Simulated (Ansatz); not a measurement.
The cluster B2Mo2 was relaxed with r2SCAN-D4 (def2-TZVP) in Ansatz in these states: neutral quintet, neutral singlet, neutral triplet. The geometries follow in no particular order.

In the def2 sets Mo takes a core potential; there is no spin–orbit coupling.

A:

```xyz
4

Mo    0.836   -0.275   -0.765
Mo   -0.476    0.850    0.641
B     0.740   -0.620    1.186
B    -1.099    0.044   -1.061
```

B:

```
atom   x (Å)   y (Å)   z (Å)
 Mo1  -0.092  -1.213   0.492
 Mo2  -0.861   0.827   0.544
  B3  -0.133  -0.021  -1.158
  B4   1.086   0.406   0.122
```

C:

```
atom   x (Å)   y (Å)   z (Å)
 Mo1  -1.092   0.144  -0.612
 Mo2   0.461  -0.410   1.099
  B3   0.184   1.435   0.297
  B4   0.446  -1.169  -0.784
```

Task: Judge from the bond lengths which geometry belongs to which state (an estimate).

Result: A is the neutral singlet (Mo1–Mo2 2.227 Å, Mo1–B3 1.983 Å, Mo1–B4 1.983 Å); B is the neutral triplet (Mo1–Mo2 2.180 Å, Mo1–B3 2.036 Å, Mo1–B4 2.036 Å); C is the neutral quintet (Mo1–Mo2 2.376 Å, Mo1–B3 2.030 Å, Mo1–B4 2.030 Å).

At PBE0-D4/def2-TZVP a broken-symmetry singlet lies 0.23 eV below the neutral triplet. At PBE0-D4/def2-TZVP a broken-symmetry singlet lies 1.42 eV below the neutral quintet. These are the stationary points nearest to one start from a short search; other shapes may lie lower in each state.
